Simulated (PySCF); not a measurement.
Compound: pentafluoropyridine, C5F5N.
Geometry (PBE0-D3(BJ)/def2-TZVP, Å), atoms numbered from 1 in this order:
```xyz
11
C5F5N angstrom
F     -0.3606   -2.7335    0.3071
C     -0.2814   -1.4252    0.1594
N     -1.3983   -0.7545    0.0838
C     -1.3515    0.5411   -0.0627
F     -2.4967    1.1919   -0.1372
C     -0.1700    1.2590   -0.1429
F     -0.1517    2.5719   -0.2904
C      1.0145    0.5419   -0.0628
F      2.1710    1.1631   -0.1334
C      0.9697   -0.8358    0.0918
F      2.0851   -1.5400    0.1686
```

Definitions: NICS(0) = −σiso at the ring centroid; NICS(1) = −σiso and NICS(1)zz = −σzz at ±1 Å along the ring normal z. Level: GIAO B97-2/pcSseg-2 (PySCF, non-relativistic, gas phase) on the PBE0-D3(BJ)/def2-TZVP geometry, one conformer.

Ring bond lengths (Å): C2–N3 1.305, N3–C4 1.305, C4–C6 1.385, C6–C8 1.387, C8–C10 1.387, C10–C2 1.385.

**Question.** Give the NICS values of each ring in ppm.

**Answer.** 
```csv
ring,type,NICS(0),"NICS(1), two faces","NICS(1)zz, two faces",rms pucker (Å),"centre to ring atoms, mean (Å)"
C2–N3–C4–C6–C8–C10,6-membered ring with N; formal bonds all aromatic,-15.4,-10.1 / -10.1,-23.3 / -23.3,0.00,1.36
```

**Question.** What can be read from them?

**Answer.** 
- C2–N3–C4–C6–C8–C10: mean NICS(1)zz -23.3 ppm, shielded. For a flat ring without four-coordinate atoms the NICS criterion counts such a value as aromatic. NICS(0) lies 5 ppm below the mean NICS(1).

**Question.** How equal are the bonds by HOMA? Use HOMA with the parameters of Krygowski (1993).

**Answer.** 
- C2–N3–C4–C6–C8–C10: HOMA 0.97; the largest term is that of N3–C4, α(R − Ropt)² = 0.08. The geometric and the magnetic index point the same way.

**Question.** How do the values depend on the level or the medium?

**Answer.** 
| level | NICS(0), C2–N3–C4–C6–C8–C10 | mean NICS(1)zz, C2–N3–C4–C6–C8–C10 |
| --- | --- | --- |
| B97-2/pcSseg-2, gas | -15.4 | -23.3 |
| KT3/pcSseg-2, gas | -15.1 | -22.2 |
| PBE0/pcSseg-2, gas | -15.4 | -23.5 |
| wB97X-D/pcSseg-2, gas | -15.3 | -23.6 |
| WP04/pcSseg-2, IEF-PCM chloroform | -15.6 | -22.9 |
| wB97X-D/pcSseg-2, IEF-PCM chloroform | -15.5 | -23.7 |

The geometry is the same throughout; the continuum's cavity takes Bondi-type radii × 1.2.

Hardware: Intel Xeon at 2.50 GHz, 2 threads, shared host with 64 logical CPUs at a one-minute load of 55. Cost: 2.5 min wall, 4.9 min CPU, 2.5 GiB resident at most. This is the whole shielding run at B97-2/pcSseg-2, SCF included.
